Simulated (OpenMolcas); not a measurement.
Mo5+ among 3 point charges of -2 e arranged as a planar triangle (D3h), 2.16 Å from the ion.
```
   2.1600    0.0000    0.0000  -2.00
  -1.0800    1.8706    0.0000  -2.00
  -1.0800   -1.8706    0.0000  -2.00
```

```json
{
  "Program": "OpenMolcas 26.06",
  "Method": "CASSCF",
  "Basis": "ANO-RCC-VDZP [6s5p3d1f]",
  "Scalar Hamiltonian": "DKH2, point nucleus",
  "Active space": "1 electron in 5 orbitals (4d)",
  "State averaging": "2S+1 = 2 even, 5 roots",
  "Spin-orbit coupling": "state interaction with AMFI integrals over the reference wave functions"
}
```

(1) What is the spin-free ground state (labels of D3, the rotations of D3h)?

(2) Where is the first state of the same spin?

(3) What are the lowest two levels with spin-orbit coupling?

(4) What is χT at 300 K, and how does it compare with the textbook value?

Answers

(1) 2A1, 1-fold in its orbital part, 100 % from free-ion D terms; it has the highest spin that d1 allows.

(2) 2E at 1860 cm-1 above the ground state.

(3) A 2-fold level E1/2 with g = 0.65, 0.65, 1.49, then a 2-fold level E1/2 2793 cm-1 above it. Their leading multiplicities are 2 (100 %) and 2 (100 %).

(4) The lowest level has 2S+1 = 2, for which the spin-only value is χT = S(S+1) / 2 = 0.375 cm3 K/mol (g = 2). The computed 0.153 at 300 K differs by -0.222, through orbital momentum, spin-orbit coupling and any other state in reach.

Point charges carry no covalency, so the field is a model and not that of real ligands. No measured value stands beside these numbers.
